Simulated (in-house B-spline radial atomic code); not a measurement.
Settings and results of a run for Sb5+ (with a hole in an inner shell). Method: Dirac-Hartree-Fock, average of the jj configuration, Fermi nucleus of rms radius 4.6802 fm. Calculated with an all-electron radial atomic-structure program (B-spline basis).

In the input, a minus or plus after the letter marks the j = l - 1/2 or j = l + 1/2 subshell.

Command:
```bash
python run_scf.py task.json out
```
Settings (nuclear radius in fm, mass in u):
```
Z                51
configuration    1s2 2s2 2p6 3s2 3p6 3d10 4s2 4p-1 4p+3 4d10 5s2
hamiltonian      dirac
method           hf
spin_polarised   False
nucleus          fermi
rms_radius       4.6802
atomic_mass      120.90381
speed_of_light   137.035999084
```

Output (hartree, bohr):
```
 radial grid: 68 intervals, B-splines of order 8, outer radius 25.4386 bohr

 iter        energy (Eh)    residual
    1       -6444.420570    7.99e-01
    2       -6461.732193    4.97e-01
    3       -6466.421806    1.47e-01
    4       -6466.846326    4.85e-02
    5       -6466.884536    1.66e-02
    6       -6466.891333    1.82e-03
    7       -6466.891385    5.51e-04
    8       -6466.891390    6.39e-05
    9       -6466.891390    1.74e-06
   10       -6466.891390    9.20e-08

 total energy                     -6466.89139
 kinetic                            6824.4227
 electron-nucleus                 -15580.3069
 electron-electron                  2288.9928

 first-order corrections (not in the total)
   Gaunt                             5.2604
   retardation                      -0.5381
   frequency dependence             -0.0474
   self-energy                       3.5833
   Uehling                          -0.4743
   Wichmann-Kroll                    0.0101
   recoil                            0.0199

 orbital      occ     eigenvalue          <r>       <r^2>       <1/r>       r_max    small
 1s1/2      2.000     -1130.1530    0.0284138  0.00109348     54.3256     0.01835  3.52e-02
 2s1/2      2.000      -177.9567     0.122015     0.01762     12.6499      0.1037  7.50e-03
 2p1/2      2.000      -166.1914     0.103358   0.0131384     12.5914     0.07992  7.48e-03
 2p3/2      4.000      -156.9061     0.108783    0.014426     11.6966     0.08449  7.13e-03
 3s1/2      2.000       -38.7272     0.328292    0.123287     4.50312      0.2991  2.20e-03
 3p1/2      2.000       -33.8506     0.319978    0.118972     4.39499      0.2863  2.13e-03
 3p3/2      4.000       -32.1031     0.330821    0.126988     4.18071      0.2964  2.04e-03
 3d3/2      4.000       -23.6579     0.301791    0.107837     4.02385      0.2425  1.92e-03
 3d5/2      6.000       -23.3021     0.305306    0.110228     3.96758      0.2454  1.89e-03
 4s1/2      2.000        -9.0466      0.78034    0.686175     1.78021      0.7176  6.01e-04
 4p1/2      1.000        -7.4874     0.816995    0.758363     1.67687      0.7403  5.49e-04
 4p3/2      3.000        -7.1034     0.842107    0.805583     1.61222      0.7626  5.24e-04
 4d3/2      4.000        -4.1711     0.955666      1.0582     1.37421      0.8214  3.98e-04
 4d5/2      6.000        -4.1579     0.962569     1.07285     1.36163      0.8284  3.93e-04
 5s1/2      2.000        -2.5686      1.83973     3.76901    0.709507       1.696  1.35e-04
```

Cost of the run: 0.99 s on 1 thread of Arm Neoverse V2, with other jobs on the host.

For the Dirac Hamiltonian the kinetic term is c α·p + (β - 1)c².
